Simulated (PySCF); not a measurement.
Zr(OH)2 (H2O2Zr), SMILES [OH][Zr][OH] (connectivity only; charge and spin as stated), neutral, multiplicity 3.

Geometry: PBE0-D3(BJ)/def2-TZVP. The multiplicity is an assumed one; other spin states were not compared. The def2 effective core potentials stand for the cores of Zr; spin–orbit coupling is left out. Other conformers were not sampled.

These are PySCF with CAM-B3LYP/def2-TZVPD values and carry that method's errors.

The molecule is in vacuum.

| Quantity | Result |
|---|---|
| total energy | -198.74277 hartree |
| point group | C2v |
| α spin, highest occupied and lowest empty level | -5.68 and -0.28 eV |
| β spin, highest occupied and lowest empty level | -10.44 and -1.16 eV |
| dipole moment | 1.15 D |
| quadrupole, principal values (traceless, Buckingham form, about the centre of nuclear charge) | -3.64, 0.39, 3.26 D·Å |
| mean static polarisability | 81.5 bohr³ (12.07 Å³) |
| polarisability, principal values | 67.9, 85.9, 90.6 bohr³ |
| ⟨S²⟩ | 2.002 (pure state 2.00) |
